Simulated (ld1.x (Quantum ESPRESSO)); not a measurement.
## Which change was made? (Pb, PAW)

| Property | Result |
| --- | --- |
| Element | lead |
| Generator | ld1.x (Quantum ESPRESSO) 7.5 |
| Type | PAW |
| Functional | LDA (PZ) |
| Relativity | non-relativistic |
| Frozen core | [Xe] 4f14 |
| Valence charge | 14 |
| Reference configuration | 5d10 6s2 6p0 (charge +2) |
| Partial waves | 6s (bound): rcut 1.80, rcutus 2.35 bohr; 6s channel at -1.45 Ry: rcut 1.80, rcutus 2.35 bohr; 6p (bound, empty): rcut 2.40, rcutus 2.65 bohr; 6p channel at -0.45 Ry: rcut 2.40, rcutus 2.65 bohr; 5d (bound): rcut 1.60, rcutus 1.75 bohr; 5d channel at -2.2 Ry: rcut 1.60, rcutus 1.75 bohr |
| Local potential | all-electron potential smoothed inside 1.45 bohr (lloc = -2) |
| Core correction | a·sin(br)/r model core, default radius (ld1.x builds one for every PAW set, though the input has nlcc=.false.) |
| Augmentation charge | BESSEL, radius 1.80 bohr |

Cutoffs, loose and tight: the cutoffs (Ry, on a coarse ladder) from which the occupation-weighted sum of valence levels, in a spherical-Bessel basis at the reference potential, stays within 10 and 1 mRy of its value at 400 Ry. They do not see the model core or the augmentation charge, which bear on the density cutoff. Test errors are all-electron minus pseudo excitation energies from the reference, over the configurations 5d10 6s2 6p2; 5d10 6s2 6p1; 5d10 6s1 6p0; 5d9 6s2 6p3; 5d10 6s2 6p2.3; 5d10 6s2 6p1.5; 5d10 6s0 6p4 (two spin-polarised tests are not counted in the largest error); variants that change the core or the reference have their own tests.

The base gives: outcome: generated; cutoff, loose: 40 Ry; cutoff, tight: 70 Ry; bound ghosts: s; largest test error (meV): -18.

(1) After one change the result is: outcome: generated; cutoff, loose: 45 Ry; cutoff, tight: 80 Ry; bound ghosts: s; largest test error (meV): -82. Which change was it?
A. waves 6p (bound): rcut 2.04, rcutus 2.16 bohr; 6p channel at -0.45 Ry: rcut 2.04, rcutus 2.16 bohr
B. local potential all-electron potential smoothed inside 2.88 bohr (lloc = -2)
C. type ultrasoft; local potential all-electron potential smoothed inside 1.35 bohr (lloc = -2); core correction none; augmentation PSQ, inside the norm-conserving radii
D. local potential all-electron potential smoothed inside 1.70 bohr (lloc = -1)
E. all radii but the core radius scaled by about 0.96 (s 2.26, p 2.54, d 1.68 bohr, rcut 1.72/2.30/1.54); local potential all-electron potential smoothed inside 1.40 bohr (lloc = -2); augmentation BESSEL, radius 1.72 bohr

Answers

(1) B. The others give: waves 6p (bound): rcut 2.04, rcutus 2.16 bohr; 6p channel at -0.45 Ry: rcut 2.04, rcutus 2.16 bohr → outcome: generated; cutoff, loose: 40 Ry; cutoff, tight: 70 Ry; bound ghosts: s, p; largest test error (meV): -74 | type ultrasoft; local potential all-electron potential smoothed inside 1.35 bohr (lloc = -2); core correction none; augmentation PSQ, inside the norm-conserving radii → outcome: generated; cutoff, loose: 40 Ry; cutoff, tight: 70 Ry; bound ghosts: s; largest test error (meV): -34 | all radii but the core radius scaled by about 0.96 (s 2.26, p 2.54, d 1.68 bohr, rcut 1.72/2.30/1.54); local potential all-electron potential smoothed inside 1.40 bohr (lloc = -2); augmentation BESSEL, radius 1.72 bohr → outcome: generated; cutoff, loose: 50 Ry; cutoff, tight: 80 Ry; bound ghosts: s; largest test error (meV): +20 | local potential all-electron potential smoothed inside 1.70 bohr (lloc = -1) → outcome: generated; cutoff, loose: 40 Ry; cutoff, tight: 70 Ry; bound ghosts: s; largest test error (meV): +42.
